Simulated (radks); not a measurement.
Values are calculated unless marked as measured or tabulated.
Fractional charge and spin in the 3s shell of calcium: the spin-up occupation runs from 0 to 1 and the spin-down occupation from 0 to 1; the fullest corner is Ca3+, [Ne] 3p(up 2.5, down 2.5) 3s(up 1, down 1). Code: a radial shooting solver on a logarithmic mesh with Libxc functionals. Model: non-relativistic Kohn-Sham, LDA (Slater exchange, Perdew-Wang correlation), spin-polarised, spherical densities, point nucleus. Energy (eV) minus the two flat planes that join the four corners (they meet along the diagonal where the two added fractions sum to one electron); zero is where a piecewise linear energy would lie.

| down \ up | 0 | 0.25 | 0.5 | 0.75 | 1 |
|---|---|---|---|---|---|
| 0 | 0.000 | -1.753 | -2.332 | -1.745 | 0.000 |
| 0.25 | -1.753 | -2.228 | -1.543 | 0.294 | -1.666 |
| 0.5 | -2.332 | -1.543 | 0.392 | -1.475 | -2.214 |
| 0.75 | -1.745 | 0.294 | -1.475 | -2.122 | -1.656 |
| 1 | 0.000 | -1.666 | -2.214 | -1.656 | 0.000 |

Corners above the fullest one (they belong to Ca4+ and the next ion): (up 1, down 0) 87.449 eV, (up 0, down 1) 87.449 eV, (up 0, down 0) 194.66 eV. With half an added electron in each spin the energy lies 0.392 eV from the planes, and with half an added electron in spin up alone -2.332 eV. The planes are only a guide here: the flat-plane condition holds for ground states with one frontier orbital, while this shell lies below other occupied shells, so the corners above the fullest one are inner-hole states and not the ground states of those ions.
